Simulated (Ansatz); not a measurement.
```xyz
11

N    -1.085    1.443   -1.285
C    -0.354    0.409   -0.770
C    -0.052    0.200    0.521
Si    1.022   -1.191    1.053
H    -1.629    1.997   -0.645
H    -1.491    1.327   -2.196
H     0.034   -0.263   -1.534
H    -0.455    0.892    1.261
H     2.266   -0.731    1.735
H     1.410   -1.978   -0.152
H     0.335   -2.105    2.011
```

The species carries charge 0 and has multiplicity 1.

Task: List the PBE/def2-TZVPP orbital energies in eV (Ansatz). (Best estimate.)

Result: Computed: Occupied: -1778.95, -381.07, -270.01, -268.17, -136.71, -93.45, -93.43, -93.42, -23.09, -18.19, -14.73, -13.52, -12.14, -11.82, -9.41, -8.78, -7.89, -7.83, -7.71, -5.13. Lowest empty: -0.50, 0.09, 0.56, 0.90, 1.01, 1.31, 1.58, 2.39.
